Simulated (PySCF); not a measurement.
Mg(F)2, F₂Mg, SMILES [F][Mg][F], singlet at its B3LYP/def2-SVP optimised geometry (Å):

```
3

Mg     0.0000    -0.0001     0.0000
F     -1.7538     0.0001    -0.0006
F      1.7538    -0.0001     0.0000
```

Level of theory: PySCF with B3LYP/def2-TZVP.

Map of the electrostatic potential (hartree/e), clipped to [-0.08, 0.12] on the plane z = 0.8 Å:

```
|3333333344444444444444433333333|
|3333333344444444444444433333333|
|3333333344444444444444433333333|
|3333333344444455544444433333333|
|3333333344445555555444433333333|
|3333333344455555555544433333333|
|3333333334455666665544333333333|
|3322233334456677766544333322233|
|2222222334456788876544332222222|
|2222222233467999997643322222222|
|2222111123468999998643211112222|
|2211111112479999999742111111122|
|2211000012489999999842100001122|
|2110000124599999999954210000112|
|2110000256799999999976520000112|
|2110000368899999999988630000112|
|2110000256799999999976520000112|
|2111000124599999999954210000112|
|2211000012489999999842100001122|
|2211111112479999999742111111122|
|2222111123468999998643211112222|
|2222222233467999997643322222222|
|2222222334456788876544332222222|
|3322233334456677766544333322233|
|3333333334455666665544333333333|
|3333333344455555555544433333333|
|3333333344445555555444433333333|
|3333333344444455544444433333333|
|3333333344444444444444433333333|
|3333333344444444444444433333333|
|3333333344444444444444433333333|
```
Scale: ten equal steps from -0.073 (start of '0') to 0.120 (end of '9'), in the order '0123456789'; x runs from -4.00 to 4.00, y from -4.00 (bottom) to 4.00 (top).
